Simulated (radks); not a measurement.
Values are calculated unless marked as measured or tabulated.
Problem. The caesium ion Cs7+ is in [Kr] 4d10 5s2. Code: a radial shooting solver on a logarithmic mesh with Libxc functionals. Model: scalar-relativistic Kohn-Sham, PBE, spin-polarised, spherical densities, finite nucleus; Fermi nuclear charge, rms radius of each element as measured or else 0.836 A^(1/3) + 0.57 fm. Open shells are filled with parallel spins first. One electron is removed from 4s, 5s, 4d, 4p in turn, with full relaxation. Which removal costs least, and what does each cost?

Solution. 5s 111.46 eV; 4d 174.40 eV; 4p 262.46 eV; 4s 322.67 eV. The 5s electron leaves first.
